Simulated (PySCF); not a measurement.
# Dipole moment and polarisability across levels of theory

Species: C₄H₆GaN.
Bonds: C1–C2 (triple), C2–C3, C3–C4, C4–N5 (triple), N5–Ga6. Hydrogens: H7 on C1; H8, H9 on C3; H10, H11, H12 on Ga6.

PySCF, dipoles from the SCF density, polarisabilities from static response with core orbitals frozen. Isolated species at its PBE0-D3(BJ)/def2-SVP geometry, gas phase. The LDA/def2-SVPD calculation is non-relativistic and has no spin–orbit coupling, an omission that weighs most on gallium.

Problem. Compare the levels for these properties.

Solution. 

| level | μ (D) | α (Å³) | anisotropy (Å³) |
| --- | --- | --- | --- |
| LDA/def2-SVPD | 7.059 | 14.16 | 7.23 |
| PBE/def2-SVPD | 7.091 | 13.80 | 6.98 |
| B3LYP/def2-SVPD | 7.307 | 13.18 | 6.01 |
| PBE0/def2-SVPD | 7.328 | 13.03 | 5.99 |
| BHandHLYP/def2-SVPD | 7.524 | 12.53 | 5.35 |
| CAM-B3LYP/def2-SVPD | 7.435 | 12.83 | 5.49 |
| wB97X-D/def2-SVPD | 7.454 | 12.91 | 5.50 |
| LC-wPBE/def2-SVPD | 7.489 | 12.41 | 5.23 |
| HF/def2-SVPD | 7.858 | 11.97 | 4.86 |
| PBE0/6-31G* | 7.339 | 10.42 | 6.04 |
| PBE0/def2-SVP | 7.343 | 10.96 | 5.91 |
| PBE0/def2-TZVP | 7.321 | 12.33 | 6.20 |

The anisotropy is √(½[(α1 − α2)² + (α2 − α3)² + (α3 − α1)²]). The dipole runs from 7.06 D (LDA/def2-SVPD) to 7.86 D (HF/def2-SVPD). No reference polarisability is at hand; against PBE0 in the largest diffuse basis at hand (def2-SVPD) the other PBE0 rows deviate by 6-31G* -20%, def2-SVP -16%, def2-TZVP -5%. In one basis (def2-SVPD) the functionals order the polarisability from HF (lowest) to LDA (highest), a spread of 18%. With PBE0 the polarisability is 11.24 Å³ without diffuse functions (mean of 6-31G*, def2-SVP and def2-TZVP) and 13.03 Å³ with them (def2-SVPD).
